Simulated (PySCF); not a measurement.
# Mass spectrum arithmetic for `C=CC(C=C)/C=C/C(F)(F)F`

Species: `C(/C(F)(F)F)=C\C(C=C)C=C`.

Calculated from isotope tables alone.

**Question.** What are the average molar mass and the monoisotopic mass?

**Answer.** For C8H9F3, with standard atomic weights, 8 × 12.011 + 3 × 18.998 + 9 × 1.008 = 162.154 g/mol. From the most abundant isotopes (12C, 19F, 1H), 8 × 12.000000 + 3 × 18.998403 + 9 × 1.007825 = 162.0656 u.

**Question.** Work out the cluster of the molecular ion M+•, one line a nominal mass.

**Answer.** 
```
nominal mass  m/z (centroid)  relative intensity
         162        162.0651               100.0
         163        163.0685                 8.8
         164        164.0719                 0.3
```

Cut off at 0.1 %. One electron mass, 0.00055 u, is taken off. Abundances used (%; other tables differ somewhat): 12C 98.93, 13C 1.07; 1H 99.9885, 2H 0.0115.

**Question.** Protons, neutrons, electrons, and exact less nominal mass of the monoisotopic species?

**Answer.** 84 protons, 78 neutrons and 84 electrons; 162.0656 − 162 = +0.0656 u.

**Question.** Which m/z would the protonated, sodiated and deprotonated molecule have?

**Answer.** [M+H]+ 163.0729, [M+Na]+ 185.0549, [M−H]− 161.0584, for the monoisotopic species (arithmetic only; whether such ions form is another matter).

**Question.** Resolve the fine structure: one atom at a time replaced by a minor isotope.

**Answer.** Intensity in % of the monoisotopic species:

| isotope | mass shift (u) | m/z | intensity (%) |
| --- | --- | --- | --- |
| 13C | +1.00335 | 163.0684 | 8.65 |
| 2H | +1.00628 | 163.0714 | 0.10 |

Species under 0.02 % are left out.
